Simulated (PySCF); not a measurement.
## Vertical excitation energies

CH₉OPSi₂.
Bonds: C1–O2, O2–Si3, Si3–P4, P4–Si5. Hydrogens: H6, H7, H8 on C1; H9, H10 on Si3; H11 on P4; H12, H13, H14 on Si5.

Theory: PySCF 2.14.0, density-fitted response routines, TDDFT PBE0/def2-SVPD, vertical, gas phase, core orbitals frozen in the response. The structure is a single PBE0-D3(BJ)/def2-SVP conformer in the gas phase; no vibrational or solvent corrections. Torsions of this conformer, `[CH3:1][O:2][SiH2:3][PH:4][SiH3:5]`: C1–O2–Si3–P4 -178°, O2–Si3–P4–Si5 -173°.

| state | λ (nm) | E (eV) | f | main configurations (H = HOMO, L = LUMO) |
| --- | --- | --- | --- | --- |
| S1 | 203.1 | 6.10 | 0.012 | H→L (55%), H→L+1 (36%) |
| S2 | 196.5 | 6.31 | 0.028 | H→L+1 (57%), H→L (32%) |
| S3 | 188.8 | 6.57 | 0.077 | H→L+2 (86%) |
| S4 | 187.1 | 6.63 | 0.082 | H→L+3 (82%), H→L (8%) |
| S5 | 183.4 | 6.76 | 0.0051 | H-1→L (91%) |
| S6 | 172.3 | 7.19 | 0.0054 | H-1→L+1 (82%), H-2→L+1 (9%) |
| S7 | 172.1 | 7.20 | 0.0020 | H→L+5 (46%), H→L+4 (25%), H-2→L (21%) |
| S8 | 170.9 | 7.25 | 0.013 | H-2→L (40%), H-2→L+1 (29%), H-1→L+1 (12%) |
| S9 | 168.9 | 7.34 | 0.0084 | H-1→L+3 (92%) |
| S10 | 167.1 | 7.42 | 0.025 | H→L+5 (41%), H→L+4 (40%) |

Triplets, Tamm–Dancoff:

| state | E (eV) | λ (nm) | main configurations (H = HOMO, L = LUMO) |
| --- | --- | --- | --- |
| T1 | 5.43 | 228.3 | H→L+1 (71%) |
| T2 | 5.55 | 223.4 | H→L (54%), H→L+2 (23%), H→L+3 (9%) |
| T3 | 5.88 | 211.0 | H→L+2 (42%), H→L (31%), H→L+3 (14%) |
| T4 | 6.16 | 201.2 | H→L+3 (66%), H→L+2 (19%) |

The lowest singlet comes at 203 nm (589 kJ/mol) in the ultraviolet; it is weak; its leading configuration is HOMO→LUMO (55%). The strongest level in the table is S4 at 6.63 eV (187 nm, f = 0.082). S6/S7 lie within about 0.01 eV of each other. Löwdin shares by element: HOMO phosphorus 62%, silicon 22%, hydrogen 6% or more; LUMO silicon 41%, phosphorus 15%, hydrogen 8% or more (atoms not listed hold the other 35%). Orbital energies (eV): HOMO-3 -9.11, HOMO-2 -8.62, HOMO-1 -8.22, HOMO -7.49, LUMO -0.14, LUMO+1 0.01, LUMO+2 0.21. Weighted by f, the mean energy of these states is 6.70 eV. The listed states span 1.32 eV, and the widest gap between neighbours is 0.43 eV (S5 to S6). The vertical ionisation energy (ΔSCF) is 9.35 eV, 1.93 eV above S10. Singlets were solved by full linear response, triplets in the Tamm–Dancoff approximation.
